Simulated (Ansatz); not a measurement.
```yaml
crystal:
  periodic: [false, false, false]
  atoms:
    - {symbol: B, position_ang: [0.859420, 0.454554, 0.719354]}
    - {symbol: B, position_ang: [-0.437365, 1.248055, 0.122219]}
    - {symbol: O, position_ang: [-1.409729, 0.811284, -0.597234]}
    - {symbol: Si, position_ang: [-0.371690, -0.683795, -0.467797]}
    - {symbol: F, position_ang: [0.059560, -1.022755, -1.955403]}
    - {symbol: H, position_ang: [0.773948, 0.174266, 1.884113]}
    - {symbol: H, position_ang: [1.938038, 0.674614, 0.248412]}
    - {symbol: H, position_ang: [-1.320083, -1.713423, -0.009264]}
basis:
  gaussian: {orbitals: def2-TZVP}
hamiltonian: {xc: {name: BLYP}, dispersion: d4}
```

```sh
$ ansatz run in.yaml --threads 2 --pin off --events-out ev --progress --plain --max-ram 4352MiB
```

Output, abridged:

```
Functional definition: BLYP
1029 factors; their error is unknown
mean field evaluation 1: about -14034.8917 eV, gradient 7.5e1 eV
mean field evaluation 2: about -14006.3143 eV, gradient 1.4e2 eV
mean field evaluation 4: about -14046.0822 eV, gradient 1.3e1 eV
mean field evaluation 8: about -14046.5430 eV, gradient 2.6e-1 eV
mean field evaluation 16: about -14046.5314 eV, gradient 5.2e-4 eV
mean field -14046.53143996 eV, -516.2005093375 hartree, gradient 3.3e-5 eV, S^2 0.000000; 0 other end points of the search recorded, 0 dependent functions left out
reference -14046.53178678 eV, -516.2005220831 hartree; 22, 22 occupied and 157, 157 virtual orbitals, 1029 factors
Total energy: -14046.89837716 eV, -516.2139940310 hartree
```

Hardware: 2 threads of an AMD EPYC 7B13 on a shared host. Wall time 1.9 s, peak host memory 0.21 GiB.
